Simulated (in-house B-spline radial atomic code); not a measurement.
Computed with a B-spline radial atomic code. Model: two electrons, singlet ground state, non-relativistic, full CI in B-splines with partial waves to l = 8 (at full coupling up to 3e-4 hartree above the limit, correlation up to 0.6 % small), density held at that of full coupling by Lieb maximisation.

Along the adiabatic connection the electron repulsion is scaled by a coupling λ while a local potential keeps the density fixed. At λ = 0 the system is the Kohn-Sham one and W equals the exchange energy; the exchange-correlation energy is the area under W between 0 and 1. The kinetic energy rises with λ as the electrons avoid each other, with dT/dλ = −λ dW/dλ.

Command:
```bash
python run_ac.py task.json out
```
Settings (lengths in bohr, energies in hartree):
```
potential              harmonic
strength               4.9
lmax                   8
```

Cost of the run: 7 s on 1 thread of Intel(R) Xeon(R) Processor @ 2.30GHz, on a shared host.

**W = mean repulsion less Hartree energy, and W of three functionals.**

Given: confinement harmonic well; well frequency 4.9 hartree; external potential omega^2 r^2/2.

Computed: PBE exchange minus exact 73.153 millihartree; SCAN exchange minus exact 5.3835 millihartree.

| coupling | W xc (hartree) | W xc minus exchange (millihartree) | kinetic minus Kohn-Sham (millihartree) | LDA (PW92) W minus its exchange (millihartree) | PBE W minus its exchange (millihartree) | SCAN W minus its exchange (millihartree) |
| --- | --- | --- | --- | --- | --- | --- |
| 0 | -1.7122 | 0 | 0 | 0 | 0 | 0 |
| 0.02 | -1.7141 | -1.988 | 0 | -13.28 | -3.27 | -1.91 |
| 0.05 | -1.7171 | -4.951 | 0.1 | -27.68 | -8.05 | -4.72 |
| 0.12 | -1.7239 | -11.767 | 0.7 | -54.12 | -18.73 | -11.14 |
| 0.25 | -1.7362 | -24.083 | 3 | -92.24 | -37.14 | -22.61 |
| 0.4 | -1.7499 | -37.761 | 7.4 | -127.61 | -56.64 | -35.25 |
| 0.6 | -1.7673 | -55.155 | 16.1 | -166.83 | -80.39 | -51.26 |
| 0.8 | -1.7838 | -71.642 | 27.6 | -200.26 | -102.1 | -66.41 |
| 1 | -1.7994 | -87.283 | 41.7 | -229.65 | -122.15 | -80.8 |
| 1.4 | -1.8284 | -116.24 | 76.3 | -279.96 | -158.26 | -107.58 |
| 2 | -1.8667 | -154.58 | 141.2 | -341.2 | -204.77 | -143.49 |
| 3 | -1.9197 | -207.54 | 272.6 | -420.01 | -267.98 | -194.38 |
| 4.5 | ? | ? | ? | ? | ? | ? |
| 7 | ? | ? | ? | ? | ? | ? |
| 10 | -2.1059 | -393.76 | 1359.9 | -686.94 | -500.62 | -391.26 |

What belongs in the row 4.5?

W xc (hartree): -1.9805; W xc minus exchange (millihartree): -268.3; kinetic minus Kohn-Sham (millihartree): 498.1; LDA (PW92) W minus its exchange (millihartree): -506.65; PBE W minus its exchange (millihartree): -340.88; SCAN W minus its exchange (millihartree): -255.25.

What belongs in the row 7?

W xc (hartree): -2.0506; W xc minus exchange (millihartree): -338.42; kinetic minus Kohn-Sham (millihartree): 895.1; LDA (PW92) W minus its exchange (millihartree): -606.12; PBE W minus its exchange (millihartree): -427.92; SCAN W minus its exchange (millihartree): -329.54.

What is the LDA exchange minus exact?

248.1 millihartree.

**Energy parts, natural occupations and partial-wave weights.**

Computed: total energy 16.3932 hartree; correlation energy -0.045598 hartree; kinetic part of the DFT correlation energy 0.041685 hartree; initial slope twice GL2 -0.0997 hartree; kinetic part over minus potential part 0.47759; Kohn-Sham kinetic 6.9363 hartree; Lieb Oxford ratio E_xc over LDA exchange 1.2006.

```json
{"natural": "s", "occupation of the shell (electrons)": "1.9936"}
{"natural": "p", "occupation of the shell (electrons)": "0.0057528"}
{"natural": "s", "occupation of the shell (electrons)": "?"}
{"natural": "d", "occupation of the shell (electrons)": "0.00025034"}
{"natural": "p", "occupation of the shell (electrons)": "5.1719e-05"}
{"natural": "f", "occupation of the shell (electrons)": "3.2861e-05"}
```

What belongs in the row s?

occupation of the shell (electrons): 0.00032452.

```csv
wave,weight
s,0.99694
p,?
d,0.0001311
f,1.8135e-05
g,4.1514e-06
```

What belongs in the row p?

weight: 0.0029039.

What is the Hartree energy?

3.4243 hartree.

What is the exchange energy?

-1.7122 hartree.

Half-way to full coupling W has made 53 % of its drop, against 50 % for a straight line, and second-order (GL2) theory, half the initial slope, overshoots the correlation energy by about 9 %: a moderate bend, as in light atoms. Over couplings 0 to 1 the errors in E_xc come to about +155 millihartree for LDA, +53 millihartree for PBE, +8.6 millihartree for SCAN, so SCAN is nearest. In LDA and PBE the errors of exchange and correlation have opposite signs, so the sum is smaller than the larger of the two.
